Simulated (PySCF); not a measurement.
Start geometry of `CC(C)C1=NN([SiH3])C[C@@H]1C` from GFN2-xTB (Å):
```
atom  x, y, z in Å
C1    -2.1750   -1.7526   -0.2721
C2    -1.7760   -0.2620   -0.3071
C3    -2.4594    0.5113    0.8275
C4    -0.2493   -0.1506   -0.1945
N5     0.3724   -0.6653    0.7636
N6     1.6956   -0.4214    0.6407
Si7    2.8647   -1.0356    1.7682
C8     2.0007    0.2959   -0.6057
C9     0.5957    0.5856   -1.1738
C10    0.2642    2.0680   -1.2450
H11   -3.2865   -1.8115   -0.3407
H12   -1.7426   -2.2698   -1.0990
H13   -1.8934   -2.1726    0.6432
H14   -2.0924    0.1851   -1.2541
H15   -2.1682    1.5547    0.8030
H16   -3.5224    0.4502    0.7695
H17   -2.1167    0.1133    1.7874
H18    3.7349    0.0866    2.1280
H19    3.6667   -2.0992    1.1523
H20    2.0396   -1.5136    2.8908
H21    2.5812   -0.3379   -1.2638
H22    2.5510    1.1835   -0.3880
H23    0.4911    0.1574   -2.2132
H24   -0.7573    2.2243   -1.6103
H25    0.3807    2.5069   -0.2648
H26    0.9328    2.5941   -1.9389
```

**Question.** What comes out of this run: PBE0-D3(BJ)/def2-SVP geometry optimisation, gas phase (PySCF 2.14.0)?

**Answer.** 
```
atom  x, y, z in Å
C1    -1.8195   -1.9693   -0.5496
C2    -1.3930   -0.5079   -0.6687
C3    -2.1205    0.3624    0.3597
C4     0.0992   -0.3683   -0.5354
N5     0.7425   -0.8780    0.4481
N6     2.0697   -0.5559    0.3657
Si7    3.1676   -1.3139    1.4912
C8     2.3690    0.0295   -0.9415
C9     0.9845    0.4775   -1.4336
C10    0.7126    1.9695   -1.2476
H11   -2.9095   -2.0723   -0.6648
H12   -1.3307   -2.5925   -1.3134
H13   -1.5329   -2.3649    0.4363
H14   -1.6613   -0.1466   -1.6773
H15   -1.8549    1.4250    0.2571
H16   -3.2128    0.2722    0.2497
H17   -1.8468    0.0453    1.3775
H18    4.4761   -0.6176    1.3056
H19    3.3722   -2.7786    1.2447
H20    2.6675   -1.1320    2.8827
H21    2.8021   -0.7261   -1.6247
H22    3.0860    0.8606   -0.8558
H23    0.8382    0.2136   -2.4936
H24   -0.3158    2.2293   -1.5414
H25    0.8498    2.2593   -0.1942
H26    1.3982    2.5731   -1.8624
```

The energy falls by 8.0 kcal/mol over 15 energy and gradient evaluations, the largest force component goes from 0.0513 to 2.4e-04 Eh/bohr, and the atoms move by 0.335 Å rms after alignment. The bond that changes most is C1–H13 (methyl carbon to methyl hydrogen), which lengthens by 0.055 Å. Bonds longer at the end by more than 0.005 Å: 17 of 26; shorter: 6. Among the angles that change most is N6–Si7–H20, from 103.4° to 109.8°. Among the dihedrals that turn most is N5–N6–Si7–H20, from -13° to -52°. Rotational constants go from 1620, 754.7, 599.7 to 1613, 757.4, 601.3 MHz. The orientation of the end geometry is arbitrary; only internal coordinates are fixed.

The run used 224 basis functions and 101 SCF cycles in all.

No PBE0-D3(BJ)/def2-SVP frequencies stand behind this structure, so it isn't proved a minimum. The numbers are those of one conformer.
